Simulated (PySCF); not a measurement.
BeF2, SMILES [Be]([F])[F]. Atoms are numbered in the order given.

```xyz
3

Be     0.0000     0.0000     0.0000
F      0.0000     0.0000    -1.3783
F      0.0000     0.0000     1.3783
```

Geometry optimised at PBE0-D3(BJ)/def2-TZVP. The isomer is the one that the SMILES or the coordinates give; other isomers of the formula were not compared.

Computed with TDDFT-M06-2X/def2-TZVPD (PySCF).

Vertical excitations; the highest root listed may be one member of a degenerate set. Gas-phase values at a fixed geometry. State labels are in the subgroup D2h.

Computed UV-visible absorptions:
| state | symmetry | energy (eV) | λ (nm) | f | main pairs |
|---|---|---|---|---|---|
| S1 | B2g | 9.91 | 125 | 0.000 | HOMO−1→LUMO (degenerate set) |
| S2 | B3g | 9.91 | 125 | 0.000 | HOMO→LUMO (degenerate set) |
| S3 | B3u | 10.73 | 116 | 0.120 | HOMO−2→LUMO (degenerate set) |
| S4 | B2u | 10.73 | 116 | 0.120 | HOMO−3→LUMO (degenerate set) |
| S5 | Au | 11.08 | 112 | 0.000 | HOMO→LUMO+2 35 %, HOMO−1→LUMO+1 35 %, HOMO→LUMO+6 14 %, HOMO−1→LUMO+5 14 % |
| S6 | Au | 11.24 | 110 | 0.000 | HOMO−1→LUMO+1, HOMO→LUMO+2, HOMO−1→LUMO+5, HOMO→LUMO+6 (degenerate set) |
| S7 | B1u | 11.24 | 110 | 0.000 | HOMO−1→LUMO+2, HOMO→LUMO+1, HOMO→LUMO+5, HOMO−1→LUMO+6 (degenerate set) |
| S8 | Ag | 11.56 | 107 | 0.000 | HOMO−4→LUMO 84 % |
| S9 | B1u | 11.64 | 107 | 0.016 | HOMO−5→LUMO 68 % |
| S10 | B1g | 11.70 | 106 | 0.000 | HOMO−3→LUMO+2 34 %, HOMO−2→LUMO+1 34 %, HOMO−3→LUMO+6 14 %, HOMO−2→LUMO+5 14 % |
| T1 | B3g | 9.67 | 128 | 0 | HOMO→LUMO (degenerate set) |
| T2 | B2g | 9.67 | 128 | 0 | HOMO−1→LUMO (degenerate set) |
| T3 | B3u | 10.28 | 121 | 0 | HOMO−2→LUMO (degenerate set) |
| T4 | B2u | 10.28 | 121 | 0 | HOMO−3→LUMO (degenerate set) |
Triplets are in the Tamm–Dancoff approximation, which puts them higher than full response would, so one can lie above its singlet here.
